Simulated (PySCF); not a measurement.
## Computed properties of CdClHO, SMILES [OH][Cd][Cl]

CdClHO, SMILES [OH][Cd][Cl]. Coordinates come from a B3LYP-D3(BJ)/def2-TZVP optimisation. The def2 effective core potentials stand for the cores of Cd; spin–orbit coupling is left out. One conformer was computed; it need not be the lowest. All values are computed for the isolated molecule unless a solvent is named; none is compared with measurement here.

**Structure.** The optimised structure has Cs symmetry. All 6 harmonic modes at B3LYP-D3(BJ)/def2-TZVP (PySCF) are real, so it is a minimum. With heavy atoms numbered as in [Cd:1]([Cl:2])[OH:3], the shortest bond between them is Cd1–O3 at 1.976 Å and the longest Cd1–Cl2 at 2.284 Å.

**Vibrations.** The strongest infrared lines (harmonic, unscaled, degenerate partners summed) lie at 588 cm⁻¹ (73 km/mol, O 80 %, Cd 17 %), 3818 cm⁻¹ (55 km/mol, H 94 %), 813 cm⁻¹ (53 km/mol, H 93 %). The softest mode is at 113 cm⁻¹ and the zero-point energy is 8.3 kcal/mol.

**Electronic structure.** ωB97X/def2-TZVPD (PySCF) places the frontier levels at -10.92 and -0.07 eV, a gap of 10.85 eV, and gives a dipole moment of 1.72 D and a mean polarisability of 47.6 bohr³.

**Excitations.** TDA-CAM-B3LYP/def2-SVPD (PySCF) has S1 at 5.03 eV (247 nm, f = 0.009, weak); the most intense of the 10 singlets computed lies at 6.33 eV (f = 0.13). T1 (TDA) is at 4.56 eV, 0.47 eV under S1. No vertical singlet excitation falls in the visible range (under 3.1 eV).
